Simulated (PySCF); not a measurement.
SMILES N#CC[SiH2]c1ccco1 (C6H7NOSi), singlet, GFN2-xTB optimised geometry.

```
16

N      1.41    -2.70     1.06
C      1.79    -1.90     0.34
C      2.26    -0.89    -0.55
Si     1.68     0.86     0.00
C     -0.18     0.86     0.00
C     -1.13    -0.13     0.03
C     -2.39     0.51     0.05
C     -2.13     1.84     0.03
O     -0.81     2.07     0.00
H      3.35    -0.92    -0.57
H      1.90    -1.11    -1.55
H      2.23     1.15     1.33
H      2.20     1.81    -0.99
H     -0.94    -1.19     0.05
H     -3.35     0.04     0.08
H     -2.77     2.70     0.03
```

Density from PySCF 2.14.0 with CAM-B3LYP/def2-TZVP at that geometry.

Minimum of the electron density along straight lines between bonded atoms, close to the bond critical point (lines longer than 1.1 times the sum of covalent radii, or with two minima, are not listed):

```csv
bond,length / Å,ρ at the minimum / e bohr⁻³,∇²ρ there / e bohr⁻⁵,position (fraction from the first atom)
N1–C2,1.145,0.506,-0.20,0.65
C2–C3,1.427,0.284,-0.81,0.55
C3–Si4,1.922,0.112,0.13,0.61
Si4–C5,1.868,0.122,0.22,0.39
C5–C6,1.372,0.333,-0.98,0.51
C6–C7,1.411,0.304,-0.86,0.50
C7–C8,1.362,0.338,-1.01,0.48
C5–O9,1.358,0.286,-0.26,0.33
C8–O9,1.338,0.302,-0.30,0.33
C3–H10,1.090,0.276,-0.94,0.65
C3–H11,1.091,0.276,-0.94,0.65
Si4–H12,1.466,0.127,0.16,0.49
Si4–H13,1.467,0.127,0.17,0.49
C6–H14,1.071,0.293,-1.09,0.65
C7–H15,1.071,0.292,-1.07,0.65
C8–H16,1.073,0.297,-1.12,0.66
```
